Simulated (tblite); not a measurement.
Species: C4H7ClGeO.
SMILES with atom numbers: `[CH3:1][Ge@@H:2]([Cl:3])/[CH:4]=[CH:5]\[CH:6]=[O:7]` (hydrogens: H8, H9, H10 on C1; H11 on Ge2; H12 on C4; H13 on C5; H14 on C6)

Computed with GFN2-xTB (tblite), gas phase: L-BFGS steps from a force-field or distance-geometry start until the largest atomic force falls under 0.01 eV/Å.

At the end of the run (lengths in Å): C1–Ge2 1.982, Ge2–C4 1.985, Ge2–H11 1.513, C6=O7 1.210, C1–H8 1.086, Ge2–Cl3 2.146, C4=C5 1.335, Cl3–Ge2–C4 101.3°, C4–C5–C6 118.6°, C1–Ge2–Cl3 105.0°, C1–Ge2–C4 115.9°, C1–Ge2–C4–C5 76°, Ge2–C4–C5–C6 0°, C4–C5–C6–O7 -3°, H11–Ge2–C1–H8 -62°, H8–C1–Ge2–Cl3 52°.

Question: These geometries were met on the way; a selection of coordinates is given. Order them by energy above the end point, lowest first.
A. C1–Ge2 1.972, Ge2–C4 1.967, Ge2–H11 1.483, C6=O7 1.211, C1–H8 1.083, Ge2–Cl3 2.136, C4=C5 1.331, Cl3–Ge2–C4 104.2°, C4–C5–C6 120.8°, C1–Ge2–Cl3 107.0°, C1–Ge2–C4 114.8°, C1–Ge2–C4–C5 68°, Ge2–C4–C5–C6 -3°, C4–C5–C6–O7 0°, H11–Ge2–C1–H8 -114°, H8–C1–Ge2–Cl3 7°
B. C1–Ge2 1.937, Ge2–C4 1.907, Ge2–H11 1.536, C6=O7 1.175, C1–H8 1.085, Ge2–Cl3 2.166, C4=C5 1.359, Cl3–Ge2–C4 105.4°, C4–C5–C6 120.3°, C1–Ge2–Cl3 107.4°, C1–Ge2–C4 117.5°, C1–Ge2–C4–C5 66°, Ge2–C4–C5–C6 -2°, C4–C5–C6–O7 1°, H11–Ge2–C1–H8 -114°, H8–C1–Ge2–Cl3 4°
C. C1–Ge2 1.877, Ge2–C4 1.881, Ge2–H11 1.575, C6=O7 1.253, C1–H8 1.127, Ge2–Cl3 2.185, C4=C5 1.302, Cl3–Ge2–C4 106.8°, C4–C5–C6 121.5°, C1–Ge2–Cl3 108.1°, C1–Ge2–C4 118.7°, C1–Ge2–C4–C5 64°, Ge2–C4–C5–C6 -1°, C4–C5–C6–O7 1°, H11–Ge2–C1–H8 -114°, H8–C1–Ge2–Cl3 2°
D. C1–Ge2 1.965, Ge2–C4 1.935, Ge2–H11 1.510, C6=O7 1.216, C1–H8 1.069, Ge2–Cl3 2.153, C4=C5 1.338, Cl3–Ge2–C4 105.2°, C4–C5–C6 121.8°, C1–Ge2–Cl3 107.1°, C1–Ge2–C4 116.3°, C1–Ge2–C4–C5 67°, Ge2–C4–C5–C6 -3°, C4–C5–C6–O7 1°, H11–Ge2–C1–H8 -114°, H8–C1–Ge2–Cl3 5°
E. C1–Ge2 1.969, Ge2–C4 1.979, Ge2–H11 1.500, C6=O7 1.209, C1–H8 1.089, Ge2–Cl3 2.132, C4=C5 1.338, Cl3–Ge2–C4 103.1°, C4–C5–C6 120.2°, C1–Ge2–Cl3 106.7°, C1–Ge2–C4 115.1°, C1–Ge2–C4–C5 69°, Ge2–C4–C5–C6 -2°, C4–C5–C6–O7 -1°, H11–Ge2–C1–H8 -113°, H8–C1–Ge2–Cl3 8°

Answer: E (0.053 eV), A (0.087 eV), D (0.156 eV), B (0.281 eV), C (0.528 eV).

```json
{"step": "6", "E above end (eV)": "0.053", "rms distance from the end, all atoms (Å)": "0.372", "largest force (eV/Å)": "0.334", "rms shift of all bonds from the end (Å)": "0.007"}
{"step": "4", "E above end (eV)": "0.087", "rms distance from the end, all atoms (Å)": "0.375", "largest force (eV/Å)": "0.549", "rms shift of all bonds from the end (Å)": "0.011"}
{"step": "2", "E above end (eV)": "0.156", "rms distance from the end, all atoms (Å)": "0.376", "largest force (eV/Å)": "0.719", "rms shift of all bonds from the end (Å)": "0.016"}
{"step": "1", "E above end (eV)": "0.281", "rms distance from the end, all atoms (Å)": "0.378", "largest force (eV/Å)": "3.381", "rms shift of all bonds from the end (Å)": "0.030"}
{"step": "0", "E above end (eV)": "0.528", "rms distance from the end, all atoms (Å)": "0.381", "largest force (eV/Å)": "3.265", "rms shift of all bonds from the end (Å)": "0.051"}
```

Rows stand in the order of the answer.
